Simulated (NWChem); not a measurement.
# GaP2H5; SMILES [PH2][GaH][PH2]

```xyz
8

Ga    -0.5648    -0.0158     0.0000
H     -2.1390    -0.2032     0.0000
P      0.5732    -0.0914    -2.0475
H     -0.3144     0.8173    -2.6928
H      1.5397     0.8994    -1.7124
P      0.5732    -0.0914     2.0475
H      1.5397     0.8994     1.7124
H     -0.3144     0.8173     2.6928
```
Atoms are numbered in this order, from 1.

Geometry: optimised at B3LYP/6-31G* (spherical d).

Symmetry labels are those of Cs in the frame above (b1 and b2, or b-type labels, depend on it).

Task: List the 6 lowest vertical singlet excitations and the 6 lowest triplet ones from PBE/def2-SVP, TDA (NWChem).

Result: 
```json
[
 {"state": "S1", "energy (eV)": "4.02", "oscillator strength": "0.071", "symmetry": "a\"", "leading excitation (squared amplitude)": "HOMO → LUMO (0.92)"},
 {"state": "S2", "energy (eV)": "4.61", "oscillator strength": "0.016", "symmetry": "a'", "leading excitation (squared amplitude)": "HOMO−1 → LUMO (0.91)"},
 {"state": "S3", "energy (eV)": "5.38", "oscillator strength": "0.001", "symmetry": "a\"", "leading excitation (squared amplitude)": "HOMO−3 → LUMO (0.84)"},
 {"state": "S4", "energy (eV)": "5.53", "oscillator strength": "0.006", "symmetry": "a'", "leading excitation (squared amplitude)": "HOMO−2 → LUMO (0.90)"},
 {"state": "S5", "energy (eV)": "5.78", "oscillator strength": "0.038", "symmetry": "a\"", "leading excitation (squared amplitude)": "HOMO → LUMO+2 (0.73)"},
 {"state": "S6", "energy (eV)": "5.98", "oscillator strength": "0.196", "symmetry": "a\"", "leading excitation (squared amplitude)": "HOMO → LUMO+1 (0.40)"},
 {"state": "T1", "energy (eV)": "3.31", "oscillator strength": "spin-forbidden", "symmetry": "a\"", "leading excitation (squared amplitude)": "HOMO → LUMO (0.99)"},
 {"state": "T2", "energy (eV)": "3.85", "oscillator strength": "spin-forbidden", "symmetry": "a'", "leading excitation (squared amplitude)": "HOMO−1 → LUMO (0.99)"},
 {"state": "T3", "energy (eV)": "4.93", "oscillator strength": "spin-forbidden", "symmetry": "a\"", "leading excitation (squared amplitude)": "HOMO → LUMO+1 (0.98)"},
 {"state": "T4", "energy (eV)": "5.03", "oscillator strength": "spin-forbidden", "symmetry": "a'", "leading excitation (squared amplitude)": "HOMO−2 → LUMO (0.99)"},
 {"state": "T5", "energy (eV)": "5.15", "oscillator strength": "spin-forbidden", "symmetry": "a\"", "leading excitation (squared amplitude)": "HOMO−3 → LUMO (0.99)"},
 {"state": "T6", "energy (eV)": "5.46", "oscillator strength": "spin-forbidden", "symmetry": "a\"", "leading excitation (squared amplitude)": "HOMO → LUMO+2 (0.95)"}
]
```
